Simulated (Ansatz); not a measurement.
Geometry optimisation, UHF/def2-SVP (Ansatz).

The input (input.yaml):

```yaml
crystal:
  periodic: [false, false, false]
  atoms:
    - { symbol: Hf, position_ang: [-0.043139, -0.176514, -0.560568] }
    - { symbol: Cl, position_ang: [-0.447187, 0.472031, 3.082974] }
    - { symbol: Cl, position_ang: [2.33591, 0.098034, -0.397606] }
    - { symbol: O, position_ang: [-1.174529, 1.365803, -0.659829] }
    - { symbol: H, position_ang: [-1.727524, 2.124347, -0.698507] }
    - { symbol: Cl, position_ang: [-1.023843, -2.363202, -0.446184] }
    - { symbol: H, position_ang: [0.362012, -0.4293, 3.610319] }
magnetization:
  spin_polarized: true
  initial_magnetization: 1
basis:
  gaussian: { orbitals: def2-SVP }
hamiltonian:
  xc: hf
relax:
  f_tol: 0.03
  max_steps: 50
output:
  orbitals: {}
```

Launched with:

```bash
$ ansatz run input.yaml --threads 4 --pin off --max-ram 5120MiB --backend cpu --events-out ev --progress --plain --runs-dir out
```

Task: Where does it end, and by what steps?

Result: It converged. The force dipped under the threshold on the way, but the program's further checks kept it going. After 35 steps the energy has fallen by 0.088 eV; H7 moved furthest, 1.08 Å.

```json
{"step": "0", "energy less start (eV)": "0.0000", "largest force component (eV/Å)": "1.027", "accepted": "yes"}
{"step": "2", "energy less start (eV)": "-0.0428", "largest force component (eV/Å)": "0.469", "accepted": "yes"}
{"step": "4", "energy less start (eV)": "-0.0515", "largest force component (eV/Å)": "0.082", "accepted": "yes"}
{"step": "6", "energy less start (eV)": "-0.0549", "largest force component (eV/Å)": "0.034", "accepted": "yes"}
{"step": "8", "energy less start (eV)": "-0.0563", "largest force component (eV/Å)": "0.104", "accepted": "yes"}
{"step": "10", "energy less start (eV)": "-0.0578", "largest force component (eV/Å)": "0.085", "accepted": "yes"}
{"step": "12", "energy less start (eV)": "-0.0606", "largest force component (eV/Å)": "0.245", "accepted": "yes"}
{"step": "14", "energy less start (eV)": "-0.0634", "largest force component (eV/Å)": "0.128", "accepted": "yes"}
{"step": "16", "energy less start (eV)": "-0.0689", "largest force component (eV/Å)": "0.172", "accepted": "yes"}
{"step": "18", "energy less start (eV)": "-0.0719", "largest force component (eV/Å)": "0.164", "accepted": "yes"}
{"step": "20", "energy less start (eV)": "-0.0763", "largest force component (eV/Å)": "0.311", "accepted": "yes"}
{"step": "22", "energy less start (eV)": "-0.0764", "largest force component (eV/Å)": "0.096", "accepted": "no"}
{"step": "24", "energy less start (eV)": "-0.0815", "largest force component (eV/Å)": "0.100", "accepted": "yes"}
{"step": "26", "energy less start (eV)": "-0.0830", "largest force component (eV/Å)": "0.070", "accepted": "yes"}
{"step": "28", "energy less start (eV)": "-0.0835", "largest force component (eV/Å)": "0.030", "accepted": "yes"}
{"step": "30", "energy less start (eV)": "-0.0850", "largest force component (eV/Å)": "0.146", "accepted": "yes"}
{"step": "32", "energy less start (eV)": "-0.0866", "largest force component (eV/Å)": "0.094", "accepted": "yes"}
{"step": "34", "energy less start (eV)": "-0.0877", "largest force component (eV/Å)": "0.061", "accepted": "yes"}
{"step": "35", "energy less start (eV)": "-0.0880", "largest force component (eV/Å)": "0.014", "accepted": "yes"}
```

```xyz
7
Properties=species:S:1:pos:R:3
Hf -0.212 -0.376 -0.517
Cl -0.304 0.537 3.496
Cl 1.974 -0.364 0.503
O -1.224 1.244 -0.598
H -1.735 2.033 -0.620
Cl -1.130 -2.362 -1.487
H 0.912 0.378 3.152
```

Time of the run: 100 s on 4 threads of Intel(R) Xeon(R) Platinum 8259CL CPU @ 2.50GHz (Skylake/Cascade Lake), with other jobs on the host, peak memory 0.38 GiB.
